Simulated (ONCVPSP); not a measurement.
Tb, ONCV: configuration errors across variants

```
Element                 : terbium
Generator               : ONCVPSP 4.0.1
Type                    : optimised norm-conserving Vanderbilt (ONCV)
Functional              : LDA (Perdew-Zunger)
Relativity              : scalar-relativistic
Frozen core             : [Kr] 4d10 4f8
Valence charge          : 11
Reference configuration : 5s2 5p6 5d1 6s1 (charge +1)
Partial waves           : 5s+6s: rc 1.80 bohr, ncon 4, nbas 9, qcut 6.7 1/bohr, 2 projectors; 5p: rc 1.45 bohr, ncon 4, nbas 7, qcut 5.3 1/bohr, 3 projectors, debl 1.4 Ha; 5d: rc 3.10 bohr, ncon 3, nbas 7, qcut 5.3 1/bohr, 2 projectors, debl 2.6 Ha; f scattering state at 0.21 Ha: rc 2.90 bohr, ncon 4, nbas 8, qcut 4.2 1/bohr, 2 projectors, debl 2.9 Ha
Local potential         : polynomial inside 1.40 bohr (lpopt 5, dvloc0 3 Ha)
Core correction         : polynomial model core, fcfact 0.35
```

All-electron excitation energies from the reference (eV): (1) 5s2 5p6 5d1 6s2 -6.954; (2) 5s2 5p6 5d1 6s0 12.544; (3) 5s2 5p6 5d0 6s0 32.643; (4) 5s2 5p5 5d1 6s2 26.182.

2 further variants failed, have other tests or too few solved ones, and are left out.

A true bound ghost makes a file unfit for plane-wave use even where its test errors are small: the radial tests pick states by their node count and pass the ghost by.

Errors AE − PS in meV (a dash: test not solved or not reliable):

| change | (1) | (2) | (3) | (4) | bound ghosts | GHOST(+) flags above zero |
| --- | --- | --- | --- | --- | --- | --- |
| base | -0.6 | -11 | -101 | -165 | p | s |
| all radii but the core radius scaled by about 0.94 (s 1.68, p 1.36, d 2.90, f 2.72 bohr); local potential polynomial inside 1.32 bohr (lpopt 5, dvloc0 3 Ha) | -0.5 | -11 | -106 | -164 | p | s, p, d |
| all radii but the core radius scaled by about 1.09 (s 1.96, p 1.58, d 3.36, f 3.16 bohr); local potential polynomial inside 1.52 bohr (lpopt 5, dvloc0 3 Ha) | -0.8 | -12 | -90 | -170 | none | s, p |
| all radii but the core radius scaled by about 1.23 (s 2.22, p 1.78, d 3.82, f 3.58 bohr); local potential polynomial inside 1.72 bohr (lpopt 5, dvloc0 3 Ha) | -1.2 | -14 | -58 | -183 | f | none |
| all radii but the core radius scaled by about 1.30 (s 2.34, p 1.90, d 4.04, f 3.78 bohr); local potential polynomial inside 1.82 bohr (lpopt 5, dvloc0 3 Ha) | -2.1 | -16 | -25 | -197 | none | none |

Question: Give the same row for: all radii but the core radius scaled by about 1.17 (s 2.10, p 1.70, d 3.62, f 3.38 bohr); local potential polynomial inside 1.64 bohr (lpopt 5, dvloc0 3 Ha).

Answer: -1.1, -13, -70, -178; bound ghosts: none; GHOST(+) flags above zero: none.
